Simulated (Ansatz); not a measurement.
`C[O][SnH2][Br]`, charge 0, multiplicity 1.

Problem. Give a relaxed structure at PBE0-D4/def2-TZVP (the Gaussian-basis code of Ansatz). (Best estimate.)

Solution. Computed: 
Z-matrix (Å, degrees):
```
C
O 1 1.408
H 1 1.097 2 112.1
H 1 1.093 2 107.9 3 118.9
H 1 1.099 2 112.4 3 -122.2
Sn 2 1.951 1 120.3 3 62.7
Br 6 2.480 2 106.5 1 -58.1
H 6 1.693 2 105.4 1 -174.4
H 6 1.703 2 109.5 1 57.0
```
This is one stationary point; other conformers may exist.
